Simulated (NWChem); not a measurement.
Species: ZrO2 cation, doublet; SMILES of the neutral closed-shell parent [O]=[Zr]=[O]

```xyz
3

Zr     0.3364     0.0678     0.0000
O     -0.9978     1.1437     0.0000
O     -0.6841    -1.4826     0.0000
```
Atoms are numbered in this order, from 1.

Results from NWChem. Spin-unrestricted. The geometry was optimised at PBE0/def2-SVP, spin-unrestricted. The spin multiplicity was typed, not searched, and may not be the lowest. No stability test was run on the SCF state. def2 effective core potentials on Zr; no spin-orbit coupling.

**Question.** Estimate the computed values for UHF/def2-SVPD. Quantities: highest occupied level (eV); lowest empty minus highest occupied level, either spin (eV); <S²>.

**Answer.** 
| Item | Value |
|---|---|
| highest occupied level (eV) | -17.86 |
| lowest empty minus highest occupied level, either spin (eV) | 11.56 |
| <S²> | 0.826 |
